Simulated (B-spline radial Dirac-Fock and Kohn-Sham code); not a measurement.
# Photoelectron lines of As²⁺ at Mg Kα (1253.6 eV)

System: the As²⁺ ion, configuration [Ar] 3d10 4s2 4p1.

Input file task.json (cfg lists n, l and occupation; rrms is the nuclear radius in fm):

```json
{"items": [{
  "Z": 33,
  "q": 2,
  "cfg": [[1, 0, 2], [2, 0, 2], [2, 1, 6], [3, 0, 2], [3, 1, 6], [3, 2, 10], [4, 0, 2], [4, 1, 1]],
  "A": 75,
  "rrms": 4.0968,
  "do": ["binding", "quiet", "photo", "scan"],
  "hv": [66.7, 100, 200, 300, 1000, 1140.0, 1253.6, 1440.0, 2000, 3480.0, 5110.0, 6240.0, 13000.0, 30000, 32500.0, 59318.2]
}]}
```

Launch: `python xray_run.py task.json out`

Calculated with a radial finite-basis atomic code, using independent-particle photoionisation in a Dirac-Hartree-Slater potential with a Latter tail, all multipoles, thresholds from Dirac-Fock ΔSCF. The asymmetry parameter β is from the dipole term alone. Kinetic energies are from the vacuum level. Open shells are spread statistically over j, without multiplet splitting.

```
  subshell  electrons  binding (eV)  kinetic (eV)  σ (kb)     β
   M1 (3s)          2         240.5        1013.1    25.3  2.00
M2 (3p1/2)          2         180.3        1073.3    28.2  1.60
M3 (3p3/2)          4         175.2        1078.4       ?     ?
M4 (3d3/2)          4         72.55        1181.0    17.9  1.13
M5 (3d5/2)          6         71.87        1181.7    26.1  1.11
   N1 (4s)          2         37.13        1216.5    3.00  2.00
N2 (4p1/2)       0.33         27.61        1226.0   0.412  1.60
N3 (4p3/2)       0.67         27.24        1226.4   0.802  1.62
```

**Question.** What are σ and β for M3 (3p3/2)?

**Answer.** σ = 54.6 kb, the largest of all subshells and 35 % of the total, and β = 1.61.
